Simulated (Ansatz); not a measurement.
The cluster Be₅Se₄⁺, relaxed as a doublet with UKS r2SCAN-D4/def2-SVP in Ansatz, starting from the GFN2-xTB geometry. Force threshold 0.02 eV/Å.

The relaxation made no stability test and no search for a lower SCF solution. Another isomer (doublet) lies 2.12 eV lower at PBE0-D4/def2-TZVP; other spin states weren't run for this one.

Start:

```tsv
atom	x (Å)	y (Å)	z (Å)
Be1	0.443	-2.313	-0.914
Be2	-2.676	-0.805	-0.890
Be3	3.184	-0.026	0.620
Be4	2.419	1.726	1.249
Be5	-1.420	2.025	0.593
Se6	-1.530	-2.382	-1.328
Se7	2.127	-1.541	-0.259
Se8	0.458	2.285	1.101
Se9	-3.004	1.031	-0.172
```

```csv
step,energy (eV),largest force component (eV/Å),SCF passes
1,-263367.5879,1.509,54
2,-263368.5305,0.888,39
3,-263369.1788,0.509,33
4,-263369.4905,0.555,32
5,-263369.7560,0.410,33
6,-263369.9298,0.245,37
7,-263370.0387,0.176,38
8,-263370.0755,0.219,43
9,-263370.0832,0.044,33
10,-263370.0838,0.019,28
```

Force components are those of the run's own axes.

End:

Cartesian coordinates in Å:
```
Be 0.651 -2.277 -0.854
Be -1.885 -0.580 -0.632
Be 2.206 -0.348 0.288
Be 1.439 1.469 0.933
Be -1.209 2.106 0.668
Se -1.339 -2.422 -1.311
Se 2.635 -2.232 -0.451
Se 0.344 3.147 1.448
Se -2.842 1.136 -0.091
```

By distances, no bond broke or formed. The bond that changes most is Be5–Se8, from 1.96 to 2.03 Å (atoms count from 1).

No frequencies were taken in this run, so the end may be a saddle point.

It took 45 s on 4 threads of Intel Xeon 6975P-C on a shared host.
